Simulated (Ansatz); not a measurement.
`[SiH3][SiH2][InH2]` and `[SiH3][SiH2][SiH3]` differ in one atom or group.

Ansatz, PBE0-D4/def2-TZVP geometries, multiplicity 1. 

Elements past krypton have def2 core potentials.

| property | `[SiH3][SiH2][InH2]` |
| --- | --- |
| LUMO energy (B3LYP/def2-TZVPP) / eV | -2.47 |
| size of the dipole moment (B3LYP/def2-TZVPP) / D | 0.25 |
| HOMO energy (ωB97M-V/def2-TZVPP) / eV | -9.19 |
| HOMO–LUMO gap (B3LYP/def2-TZVPP) / eV | 4.60 |
| size of the dipole moment (PBE/def2-TZVPP) / D | 0.23 |
| HOMO energy (PBE0/def2-TZVPP) / eV | -7.25 |

**Question.** Give the same properties after the change, and the shifts. (An estimate is asked.)

**Answer.** The calculation gave: 
| property | `[SiH3][SiH2][SiH3]` | shift |
| --- | --- | --- |
| LUMO energy (B3LYP/def2-TZVPP) / eV | -0.38 | 2.09 |
| size of the dipole moment (B3LYP/def2-TZVPP) / D | 0.10 | -0.15 |
| HOMO energy (ωB97M-V/def2-TZVPP) / eV | -10.00 | -0.81 |
| HOMO–LUMO gap (B3LYP/def2-TZVPP) / eV | 7.45 | 2.85 |
| size of the dipole moment (PBE/def2-TZVPP) / D | 0.08 | -0.15 |
| HOMO energy (PBE0/def2-TZVPP) / eV | -8.03 | -0.78 |

With PBE0 the HOMO falls by 0.78 eV and the LUMO rises by 1.98 eV, so the gap widens by about 2.76 eV. PBE moves the HOMO by -0.69 eV and ωB97M-V by -0.81 eV. The zero-point energy changes by 34.3 kJ/mol with +3 modes. Dipoles are sizes alone; their direction can turn.

B3LYP here is the variant with VWN-RPA as its local correlation; programs differ in this.
